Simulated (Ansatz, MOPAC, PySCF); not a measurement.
Dissociation curve of SAl (cation, charge +1), lowest singlet found (which spin is the ground state isn't settled by this scan).

Levels of theory: UKS-BP86/6-31G* = PySCF with unrestricted BP86/6-31G*, spherical d; UKS-B3LYP/6-31G* = PySCF with unrestricted B3LYP/6-31G*, spherical d; PM6, restricted, heats of formation (MOPAC); FCI = Ansatz (a program for electronic structure) with full CI/cc-pVDZ, frozen core.

Energies relative to the lowest point of each curve between 2.13 and 2.67 Å, where full CI is lowest, in kcal/mol; the last columns give the difference from FCI:

```csv
R / Å,UKS-BP86/6-31G*,UKS-B3LYP/6-31G*,PM6,FCI,UKS-BP86/6-31G* − FCI,UKS-B3LYP/6-31G* − FCI,PM6 − FCI
2.13,0.6,0.6,13.2,0.7,0.0,0.0,12.5
2.21,0.0,0.0,6.2,0.0,0.0,0.0,6.2
2.28,0.7,0.8,2.6,1.0,-0.3,-0.2,1.6
2.35,2.3,2.3,0.6,3.0,-0.6,-0.6,-2.3
2.45,5.5,5.3,0.0,6.9,-1.4,-1.6,-6.9
2.54,8.8,8.3,0.9,11.0,-2.1,-2.7,-10.1
2.67,13.5,12.2,3.4,16.8,-3.3,-4.6,-13.4
2.83,16.5,13.2,7.2,22.9,-6.4,-9.6,-15.7
```

UKS-BP86/6-31G* is furthest from FCI at 2.83 (-6.4 kcal/mol, below); its mean absolute difference over the points is 1.8 kcal/mol.

UKS-B3LYP/6-31G* is furthest from FCI at 2.83 (-9.6 kcal/mol, below); its mean absolute difference over the points is 2.4 kcal/mol.

PM6 is furthest from FCI at 2.83 (-15.7 kcal/mol, below); its mean absolute difference over the points is 8.6 kcal/mol.

The scan ran from 1.63 to 7.65 Å; beyond the distances shown full CI changes its symmetry label. The unrestricted determinant behind UKS-BP86/6-31G*, UKS-B3LYP/6-31G* is spin-contaminated at 2.13 to 2.83 Å (<S²> up to 1.0, against 0.00 for a pure singlet). The restricted form behind PM6 keeps the bonding electrons paired and can't separate into open-shell fragments.
